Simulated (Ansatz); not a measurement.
# Worked example: GeH2(CH3)Br + CH4 → GeH3(CH3) + CH3Br

Gas-phase species: GeH2(CH3)Br, singlet; CH4 (methane) `C`, singlet; GeH3(CH3) (methyl germane), singlet; CH3Br (bromomethane) `CBr`, singlet. The partners trade Br for H: Ge–Br and C–H bonds give way to Ge–H and C–Br.

Shapes, held fixed at every level: PBE0-D4/def2-TZVP. Programs: Ansatz 0.2.0. The zero-point and thermal change to 298 K, harmonic and unscaled (PBE0-D4/def2-TZVP), is -5.9 kJ/mol.

At CCSD(T)/def2-TZVPP; 1 Eh = 2625.50 kJ/mol:

| species | energy (Eh) |
| --- | --- |
| GeH2(CH3)Br | -4689.399232 |
| CH4 | -40.438606 |
| GeH3(CH3) | -2117.237880 |
| CH3Br | -2612.542543 |

Work out ΔH(298 K) of the reaction at this level.


1. Products less reactants: (-2117.237880) + (-2612.542543) − [(-4689.399232) + (-40.438606)] = 0.057415 Eh = +150.7 kJ/mol.
2. With the thermal change: +150.7 + (-5.9) = +144.8 kJ/mol.

Other levels give +140.5 (SPW92/def2-TZVPP) to +154.5 kJ/mol (HF/def2-SVP). No measured value is set beside it here. Relativity is left out for Br, Ge. Outer-core shells of Br, Ge are correlated, in sets that cover them unevenly.
